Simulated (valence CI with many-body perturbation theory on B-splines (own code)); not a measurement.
**Valence orbitals of Sn10+**

Calculated by valence CI with perturbative core correlation (CI+MBPT): four valence electrons over a frozen Dirac-Fock core [Kr], a basis of 9 s, 9 p, 10 d, 8 f, 5 g, 3 h, 1 i functions for each j, with the one-electron correlation potential Σ1, the two-electron term Σ2, the three-electron term Σ3, Breit, model QED; selected CI, second order for the rest, scaled by the run's own slope (own B-spline code, finite nucleus).

No measured spectrum was set against this ion. As an estimate, terms of the open shell hold to 2 to 4 % of their energy, and close levels can change places. Core correlation moves these levels by up to 5800 cm⁻¹, and in measured spectra 5 to 20 % of such shifts remained as error; rates that hang on mixing are uncertain with them. The list stops below the first excitations out of the core. Only levels of the ground parity were solved; by the run's estimate the other parity begins above the list, which can be wrong where configurations are misplaced.

These are the spectroscopic orbitals of the CI (the correlating ones are not listed), shaped by the core and the other valence electrons. h is the expectation value of the core's Dirac-Fock operator, without the valence repulsion; Σ1 is computed up to l = 3 at one energy for each symmetry, that of its lowest orbital but kept below the first core excitation, so for empty shells it is not the orbital's own correlation shift; Breit and QED include the response of the core.

| Orbital | h (hartree) | Σ1 (cm⁻¹) | Breit (cm⁻¹) | QED (cm⁻¹) | ⟨r⟩ (bohr) |
| --- | --- | --- | --- | --- | --- |
| 5s1/2 | -7.2783 | -8931 | 353 | 314 | 1.609 |
| 6s1/2 | -4.4096 | -3015 | 167 | 147 | 2.680 |
| 7s1/2 | -2.9681 | -1450 | 91.0 | 80.3 | 4.026 |
| 5p1/2 | -6.6425 | -7354 | 532 | -24.1 | 1.712 |
| 6p1/2 | -4.0977 | -2730 | 263 | -11.7 | 2.835 |
| 7p1/2 | -2.7918 | -1370 | 147 | -6.5 | 4.234 |
| 5p3/2 | -6.528 | -6862 | 310 | 5.7 | 1.745 |
| 6p3/2 | -4.0427 | -2596 | 155 | 3.0 | 2.875 |
| 7p3/2 | -2.761 | -1313 | 91.9 | 1.7 | 4.283 |
| 4d3/2 | -10.323 | -16919 | 434 | -135 | 0.9167 |
| 5d3/2 | -5.4839 | -4907 | 154 | -30.6 | 1.959 |
| 6d3/2 | -3.5211 | -2208 | 78.7 | -14.9 | 3.207 |
| 4d5/2 | -10.261 | -16606 | 62.0 | -100 | 0.9238 |
| 5d5/2 | -5.4619 | -4874 | 53.5 | -20.9 | 1.968 |
| 6d5/2 | -3.5101 | -2199 | 29.3 | -10.1 | 3.218 |
| 4f5/2 | -7.1755 | -24785 | -192 | -58.6 | 1.133 |
| 5f5/2 | -4.349 | -6121 | -51.4 | -20.6 | 2.330 |
| 4f7/2 | -7.1705 | -23905 | -284 | -54.0 | 1.135 |
| 5f7/2 | -4.3461 | -5980 | -89.4 | -18.5 | 2.332 |
| 5g7/2 | -3.8002 |  | -8.2 | -1.6 | 2.431 |
| 5g9/2 | -3.8002 |  | -9.9 | -1.2 | 2.430 |

Among the shells of the start configuration 4d4, Σ1 is largest in size for 4d3/2, where it is 0.75 % of h.

Lowest root of each symmetry, sizes in configuration state functions:

| J | Parity | Roots | Reference | Variational | Second order | Change by selected CI (cm⁻¹) | Change by second order (cm⁻¹) |
| --- | --- | --- | --- | --- | --- | --- | --- |
| 0 | even | 6 | 21 | 17201 | 200988 | -8996 | -5 |
| 1 | even | 5 | 44 | 29173 | 484347 | -8592 | -12 |
| 2 | even | 9 | 64 | 27452 | 660478 | -8397 | -26 |
| 3 | even | 7 | 58 | 27265 | 918269 | -8412 | -38 |
| 4 | even | 8 | 50 | 25964 | 1018680 | -8606 | -46 |
| 5 | even | 3 | 29 | 28355 | 694874 | -10494 | -58 |
| 6 | even | 3 | 15 | 29389 | 735992 | -10448 | -33 |
